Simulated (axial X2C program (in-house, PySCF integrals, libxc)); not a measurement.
## CsS: cheaper levels and CCSD(T), two-component

Calculated with an in-house all-electron X2C program for linear molecules (integrals from PySCF). Two-component (2c) means X2C with spin–orbit coupling and atomic mean-field two-electron Coulomb and Gaunt terms. Basis: Cs dyall-cv3z [15s15p9d4f1g], S dyall-av3z [9s8p3d2f] (cores contracted in-house); Gaussian nuclei, density fitting, unrestricted open shells. Masses: Cs 132.905 u, S 31.972 u.

State: Ω = 3/2 (⟨Sz⟩ = 0.50, ⟨Lz⟩ = 1.00 at HF); fragments Cs + S.

```csv
level,Re (Å),ωe (cm⁻¹),De (eV)
PBE0,3.051,197.5,2.78
HF,3.176,183.3,1.64
MP2,3.085,195.1,2.68
CCSD,3.107,192.2,2.62
r2SCAN,3.072,193.6,2.73
```

Correlated methods: 15 electrons correlated (number of frozen shells: Cs 4 s, 3 p, 2 d; S 2 s, 1 p), 295 virtual spin orbitals or spinors in MP2, 90 natural virtuals in coupled cluster.

CCSD(T), same Hamiltonian and basis:

Re = 3.101 Å, ωe = 192.7 cm⁻¹, De = 2.65 eV; T1 = 0.006 (Lee–Taylor normalisation).

Task: Give the differences from CCSD(T) in the columns below.

Result: 

```tsv
level	ΔRe (Å)	Δωe (cm⁻¹)	ΔDe (eV)
PBE0	-0.050	4.8	0.13
HF	0.075	-9.4	-1.01
MP2	-0.016	2.4	0.03
CCSD	0.006	-0.5	-0.03
r2SCAN	-0.029	0.9	0.08
```

The state is one determinant whose occupation by symmetry is held fixed; it was picked as the lowest of a PBE0 search that is not exhaustive. Dissociation energies refer to the lowest single-determinant-based atoms at the same level and basis. Density functionals use the spin component along the axis (collinear). CCSD and (T) use frozen natural virtuals with an MP2 correction for the truncation; (T) itself is uncorrected, so its De runs slightly low. In 2c an atomic determinant is not the ground J level, so De misses part of the atomic spin–orbit lowering. This holds for PBE0, r2SCAN. Other states lie close and PBE0, whose exact exchange favours high spin, may order them wrongly; the determinant shown need not be the ground state. The nearest other 2c determinant of the search, Ω = 1/2, lies 0.04 eV up at the distance of the search. The functionals have no current-density term, which raises determinants with orbital currents, atoms included. At some level and bond length an empty orbital lies below a filled one.
